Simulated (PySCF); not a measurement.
Point groups of optimised structures. Method: PBE0/def2-SVPD in PySCF (dipole) on a GFN2-xTB geometry, gas phase. The symmetry is that of the one conformer found, every atom within 0.08 Å of its image; none is proved a minimum here.

Problem. Point group, rotor type and polarity of `c1(C(F)(F)F)snnc1`?

Solution. Cs; asymmetric top; symmetry number 1; 2 operations, which sort the 10 atoms into 9 sets; dipole 0.87 D, in the ab plane, which is the mirror; A, B, C = 2903, 1067, 902.3 MHz.

Problem. Point group, rotor type and polarity of `[SiH3:1][NH:2][c:3]1[cH:4][cH:5][cH:6][n:7][cH:8]1` with Si1–N2–C3–C4 -179°, H–Si1–N2–C3 -61° (nearest H)?

Solution. Cs; near-prolate asymmetric top; symmetry number 1; 2 operations, which sort the 16 atoms into 15 sets; dipole 3.23 D, in the ab plane, which is the mirror; A, B, C = 4884, 1030, 859.1 MHz; heavy atoms equivalent by symmetry: none.

Problem. `[N:1]#[C:2][CH2:3][CH2:4][C@H:5]([SiH3:6])[C:7]#[N:8]` with C2–C3–C4–C5 64°, C3–C4–C5–Si6 -175°: symmetry, top, dipole?

Solution. C1; asymmetric top; symmetry number 1; this conformer is chiral (no improper operation); dipole 4.30 D.
